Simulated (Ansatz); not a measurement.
Start from `NC([SiH3])[SiH3]` and change one atom or group to get `NC([SiH3])[SiH2]O`.

Ansatz, PBE0-D4/def2-TZVP geometries, multiplicity 1. Each molecule was computed in one conformer, which needn't be the lowest.

```json
{"property": "size of the dipole moment (ωB97M-V/def2-TZVPP) / D", "`NC([SiH3])[SiH3]`": "0.87"}
{"property": "LUMO energy (ωB97M-V/def2-TZVPP) / eV", "`NC([SiH3])[SiH3]`": "1.74"}
{"property": "HOMO–LUMO gap (PBE0/def2-TZVPP) / eV", "`NC([SiH3])[SiH3]`": "6.96"}
{"property": "LUMO energy (PBE0/def2-TZVPP) / eV", "`NC([SiH3])[SiH3]`": "0.17"}
{"property": "HOMO energy (B3LYP/def2-TZVPP) / eV", "`NC([SiH3])[SiH3]`": "-6.56"}
{"property": "size of the dipole moment (B3LYP/def2-TZVPP) / D", "`NC([SiH3])[SiH3]`": "0.85"}
```

Problem. What does the change do to each property? (Estimate.)

Solution. The calculation gave: 
| property | `NC([SiH3])[SiH2]O` | shift |
| --- | --- | --- |
| size of the dipole moment (ωB97M-V/def2-TZVPP) / D | 2.03 | 1.16 |
| LUMO energy (ωB97M-V/def2-TZVPP) / eV | 1.59 | -0.15 |
| HOMO–LUMO gap (PBE0/def2-TZVPP) / eV | 6.67 | -0.29 |
| LUMO energy (PBE0/def2-TZVPP) / eV | -0.01 | -0.18 |
| HOMO energy (B3LYP/def2-TZVPP) / eV | -6.45 | 0.11 |
| size of the dipole moment (B3LYP/def2-TZVPP) / D | 1.99 | 1.14 |

With PBE0 the HOMO rises by 0.10 eV and the LUMO falls by 0.18 eV, so the gap narrows by about 0.28 eV. PBE moves the HOMO by 0.12 eV and ωB97M-V by 0.10 eV. Dipoles are sizes alone; their direction can turn.

Positive LUMOs are unbound, so they and the gaps depend on the basis.

B3LYP here is the variant with VWN-RPA as its local correlation; programs differ in this.
